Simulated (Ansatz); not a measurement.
A nudged elastic band was laid between two geometries of C2H8AsNO2 (14 atoms, charge 0, multiplicity 1).

Computed with RHF/def2-mTZVP (Ansatz 0.2.0).

```json
{
  "movable images": "7",
  "climbing image": "yes",
  "spring": "5.0 eV/Å²",
  "optimiser": "quadratic models (default)",
  "start path": "straight line",
  "force threshold": "0.05 eV/Å",
  "iteration limit": "27",
  "end points": "relaxed"
}
```

Image 0:

```xyz
14
Properties=species:S:1:pos:R:3
O -0.324 -2.706 1.022
C 0.321 -1.935 0.084
O 0.106 -0.590 0.364
C 0.699 0.302 -0.548
N 0.402 1.653 -0.216
As -1.360 2.181 -0.353
H -1.242 -2.476 1.037
H -0.031 -2.158 -0.922
H 1.375 -2.180 0.149
H 1.775 0.162 -0.542
H 0.335 0.092 -1.549
H 0.852 1.925 0.634
H -1.098 3.664 -0.217
H -1.822 2.036 1.086
```

Image 8:

```xyz
14
Properties=species:S:1:pos:R:3
O -0.376 -2.675 0.911
C 0.235 -1.824 0.019
O 0.151 -0.521 0.495
C 0.744 0.444 -0.335
N 0.580 1.755 0.190
As -1.049 2.608 0.242
H -1.264 -2.385 1.060
H -0.229 -1.883 -0.965
H 1.267 -2.143 -0.062
H 1.804 0.229 -0.430
H 0.301 0.401 -1.325
H 1.090 1.880 1.040
H -1.276 2.649 -1.254
H -1.991 1.436 0.443
```

What changes between the two ends?

No bond is made or broken. The height of As6 over the plane of its neighbours goes from -0.81 to 0.81 Å.

Give the energies along the band, and the barrier.

It converged. The highest image is number 4 of 0 to 8, 2.16 eV above the first end and 2.15 eV above the last; the last end lies 0.01 eV above the first. Neighbouring images differ by up to 1.3 eV, so the band resolves the path poorly. Another band between the same ends (7 images) ends at a top of the same energy, where a vibrational analysis finds 1 clearly imaginary mode.

| image | path coordinate (Å) | energy (eV) | height of As6 over the plane of its neighbours (Å) |
| --- | --- | --- | --- |
| 0 | 0.00 | 0.00 | -0.81 |
| 1 | 0.37 | 0.01 | -0.80 |
| 2 | 0.73 | 0.17 | -0.70 |
| 3 | 1.10 | 1.02 | -0.41 |
| 4 | 1.46 | 2.16 | 0.00 |
| 5 | 1.87 | 0.84 | 0.46 |
| 6 | 2.28 | 0.12 | 0.73 |
| 7 | 2.70 | 0.02 | 0.80 |
| 8 | 3.11 | 0.01 | 0.81 |

What is the geometry of the highest image?


```xyz
14
Properties=species:S:1:pos:R:3
O -0.358 -2.718 0.952
C 0.305 -1.917 0.051
O 0.198 -0.589 0.451
C 0.769 0.336 -0.434
N 0.538 1.674 0.004
As -1.133 2.346 0.008
H -1.260 -2.439 1.011
H -0.102 -2.028 -0.952
H 1.339 -2.239 0.048
H 1.842 0.175 -0.485
H 0.348 0.212 -1.424
H 1.058 1.895 0.826
H -1.380 3.460 -0.909
H -2.178 1.803 0.882
```

Run time: 5.8 min on 2 threads of Arm Neoverse V1 (shared host), peak memory 0.51 GiB.
